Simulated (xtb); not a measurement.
C$_{6}$H$_{12}$O$_{3}$, charge -1, doublet, geometry from GFN2-xTB of the parent state (a state made from the parent by changing its charge; the spin is typed, not shown lowest); GFN1-xTB (xtb).

Here is a job for xtb.
```
$ xtb mol.xyz --gfn 1 --chrg -1 --uhf 1 --json

# file mol.xyz
21

C     -2.71831396    -0.22341919    -0.41558601
C     -1.65727531     0.77938284     0.03311490
C     -2.16185009     1.62501281     1.20512500
C     -0.42085978     0.03334312     0.49577027
O     -0.41322364    -0.88154569     1.27443671
O      0.68590390     0.54839227    -0.06062607
C      1.93508799    -0.04462104     0.29941002
C      2.28929364    -1.16827425    -0.67723367
O      2.54735378    -0.68445114    -1.96915138
H     -2.37867025    -0.78314069    -1.28424188
H     -3.63836792     0.29463573    -0.67401725
H     -2.92183834    -0.92546762     0.38921681
H     -1.37377977     1.43356824    -0.79594479
H     -2.38650144     0.98329029     2.05377804
H     -3.06554193     2.15696284     0.91793921
H     -1.41098636     2.35210438     1.50623167
H      1.86834834    -0.43967602     1.31705996
H      2.67365784     0.75722315     0.24254930
H      1.46945990    -1.90104635    -0.68826013
H      3.20312482    -1.66536177    -0.34679085
H      1.80432803    -0.13080157    -2.23839709
```

Output, abridged:

```
   ID    Z sym.   atoms
    1    6 C      1-4, 7, 8
    2    8 O      5, 6, 9
    3    1 H      10-21

           -------------------------------------------------
          |                Calculation Setup                |
           -------------------------------------------------

           -------------------------------------------------
          |                 G F N 1 - x T B                 |
           -------------------------------------------------

          ...................................................
          :                      SETUP                      :
          :.................................................:
          :  # basis functions                  60          :
          :  # atomic orbitals                  60          :
          :  # shells                           42          :
          :  # electrons                        55          :
          :  # halogen bonds                     0          :
          :  max. iterations                   250          :
          :  Hamiltonian                  GFN1-xTB          :
          :  restarted?                      false          :
          :  GBSA solvation                  false          :
          :  PC potential                    false          :
          :  electronic temp.          300.0000000     K    :
          :  accuracy                    1.0000000          :
          :  -> integral cutoff          0.2500000E+02      :
          :  -> integral neglect         0.1000000E-07      :
          :  -> SCF convergence          0.1000000E-05 Eh   :
          :  -> wf. convergence          0.2000000E-04 e    :
          :  Broyden damping             0.4000000          :
          :  net charge                         -1          :
          :  unpaired electrons                  1          :
          ...................................................

 iter      E             dE          RMSdq      gap      omega  full diag
   1    -33.6274265 -0.336274E+02  0.782E+00    0.68       0.0  T
   2    -33.7142416 -0.868151E-01  0.482E+00    1.20       1.0  T
   3    -33.6256431  0.885985E-01  0.145E+00    0.08       1.0  T
   4    -33.7080819 -0.824388E-01  0.760E-01    1.54       1.0  T
   5    -33.7192678 -0.111859E-01  0.281E-01    1.06       1.0  T
   6    -33.7214983 -0.223057E-02  0.130E-01    0.88       1.0  T
   7    -33.7217942 -0.295891E-03  0.745E-02    0.69       1.0  T
   8    -33.7218874 -0.931478E-04  0.369E-02    0.63       1.0  T
   9    -33.7219212 -0.338429E-04  0.754E-03    0.55       2.9  T
  10    -33.7219228 -0.160283E-05  0.393E-03    0.56       5.6  T
  11    -33.7219233 -0.509688E-06  0.368E-04    0.57      59.3  T
  12    -33.7219233 -0.128033E-08  0.111E-04    0.57     196.4  T
  13    -33.7219233 -0.532943E-09  0.299E-05    0.57     730.9  T

   *** convergence criteria satisfied after 13 iterations ***

         :::::::::::::::::::::::::::::::::::::::::::::::::::::
         ::                     SUMMARY                     ::
         :::::::::::::::::::::::::::::::::::::::::::::::::::::
         :: total energy             -33.408047729437 Eh    ::
         :: gradient norm              0.210608326311 Eh/a0 ::
         :: HOMO-LUMO gap              0.565242963603 eV    ::
         ::.................................................::
         :: SCC energy               -33.721923331835 Eh    ::
         :: -> electrostatic           0.250914694305 Eh    ::
         :: repulsion energy           0.322060910200 Eh    ::
         :: dispersion energy         -0.008185307802 Eh    ::
         :: halogen bond corr.         0.000000000000 Eh    ::
         :: add. restraining           0.000000000000 Eh    ::
         :: total charge              -1.000000000410 e     ::
         :::::::::::::::::::::::::::::::::::::::::::::::::::::

           -------------------------------------------------
          |                Property Printout                |
[...]
        36                          0.0909410               2.4746
        37                          0.0956812               2.6036
        38                          0.1124806               3.0608
        39                          0.1153016               3.1375
       ...                                ...                  ...
        60                          1.0104346              27.4953
      -------------------------------------------------------------
                  HL-Gap            0.0207723 Eh            0.5652 eV
             Fermi-level           -0.0423443 Eh           -1.1522 eV

  Mulliken/CM5 charges         n(s)   n(p)   n(d)
     1C    -0.07931 -0.22796   1.008  3.071  0.000
     2C    -0.03341 -0.09717   1.048  2.985  0.000
     3C    -0.08026 -0.22898   1.015  3.065  0.000
     4C     0.37684  0.43073   0.885  2.738  0.000
     5O    -0.72013 -0.77468   1.724  4.996  0.000
     6O    -0.49107 -0.57878   1.690  4.801  0.000
     7C     0.18535  0.10615   0.995  2.820  0.000
     8C     0.18810  0.10589   0.991  2.821  0.000
     9O    -0.58976 -0.80564   1.696  4.894  0.000
    10H    -0.02149  0.03166   1.021  0.000  0.000
    11H    -0.02417  0.02846   1.024  0.000  0.000
    12H     0.01605  0.07187   0.984  0.000  0.000
    13H    -0.01069  0.05295   1.011  0.000  0.000
    14H     0.00386  0.05885   0.996  0.000  0.000
    15H    -0.03133  0.02124   1.031  0.000  0.000
    16H    -0.02838  0.02508   1.028  0.000  0.000
    17H     0.02560  0.09484   0.974  0.000  0.000
    18H    -0.00804  0.05806   1.008  0.000  0.000
    19H     0.01326  0.07852   0.987  0.000  0.000
    20H    -0.01635  0.04777   1.016  0.000  0.000
    21H     0.32535  0.50116   0.675  0.000  0.000

Wiberg/Mayer (AO) data.
largest (>0.10) Wiberg bond orders for each atom

 ---------------------------------------------------------------------------
     #   Z sym  total        # sym  WBO       # sym  WBO       # sym  WBO
 ---------------------------------------------------------------------------
     1   6 C    3.994 --     2 C    0.992    11 H    0.986    10 H    0.985
                            12 H    0.984
     2   6 C    3.982 --     1 C    0.992     3 C    0.980    13 H    0.975
                             4 C    0.955
     3   6 C    3.991 --    14 H    0.985    16 H    0.985    15 H    0.983
                             2 C    0.980
     4   6 C    3.569 --     5 O    1.444     2 C    0.955     6 O    0.912
     5   8 O    1.720 --     4 C    1.444
     6   8 O    2.060 --     7 C    0.952     4 C    0.912
     7   6 C    3.937 --     8 C    0.981    18 H    0.980    17 H    0.966
                             6 O    0.952
     8   6 C    3.912 --     7 C    0.981    20 H    0.978    19 H    0.970
                             9 O    0.953
     9   8 O    1.896 --     8 C    0.953    21 H    0.874
    10   1 H    1.068 --     1 C    0.985
    11   1 H    1.021 --     1 C    0.986
    12   1 H    1.028 --     1 C    0.984
    13   1 H    1.015 --     2 C    0.975
    14   1 H    1.039 --     3 C    0.985
    15   1 H    1.032 --     3 C    0.983
    16   1 H    1.085 --     3 C    0.985
    17   1 H    1.033 --     7 C    0.966
    18   1 H    1.027 --     7 C    0.980
    19   1 H    1.040 --     8 C    0.970
    20   1 H    1.035 --     8 C    0.978
    21   1 H    0.925 --     9 O    0.874
 ---------------------------------------------------------------------------

Topologies differ in total number of bonds
Writing topology from bond orders to xtbtopo.mol

 dipole moment from electron density (au)
     X       Y       Z
   0.3952   0.7384  -0.8970  total (Debye):    3.119

           -------------------------------------------------
          | TOTAL ENERGY              -33.408047729437 Eh   |
          | GRADIENT NORM               0.210608326311 Eh/α |
          | HOMO-LUMO GAP               0.565242963603 eV   |
           -------------------------------------------------

normal termination of xtb
```
